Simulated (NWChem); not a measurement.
C2H4ClGa; SMILES C=[CH][GaH][Cl]

```xyz
8

Ga    -0.7251     0.0159     0.0000
H     -2.2173     0.4665     0.0000
Cl     0.7302     1.6229     0.0000
C      0.0743    -1.7524     0.0000
C      1.4056    -1.9074     0.0000
H     -0.5592    -2.6486     0.0000
H      1.8792    -2.8971     0.0000
H      2.0825    -1.0448     0.0000
```
Atoms are numbered in this order, from 1.

Results from NWChem. Medium grid unless said otherwise, to which SCAN and Minnesota functionals are sensitive. Coordinates come from a PBE0/def2-SVP optimisation. Total energies of different functionals are on different scales.

| level | energy (Ha) | highest occupied level (eV) | orbital gap (eV) | dipole (D) |
|---|---|---|---|---|
| B3LYP/def2-SVP | -2463.3127 | -7.85 | 5.90 | 2.26 |
| PBE/def2-SVP | -2462.6530 | -6.80 | 4.23 | 2.20 |
| r2SCAN/def2-SVP | -2463.1611 | -7.16 | 4.75 | 2.35 |
| MN15-L/def2-SVP | -2463.0812 | … | … | 2.37 |
| LDA (Slater exchange, VWN5)/def2-SVP | -2457.9985 | -6.88 | 4.09 | 2.19 |
| BLYP/def2-SVP | -2463.2629 | -6.60 | 4.18 | 2.14 |
| B97-2/def2-SVP | -2463.7513 | -7.91 | 6.15 | 2.37 |
| SCAN/def2-SVP | -2463.4115 | -7.16 | 4.74 | 2.35 |

Complete the blanks.


- MN15-L/def2-SVP, highest occupied level (eV): -7.37
- MN15-L/def2-SVP, orbital gap (eV): 5.00
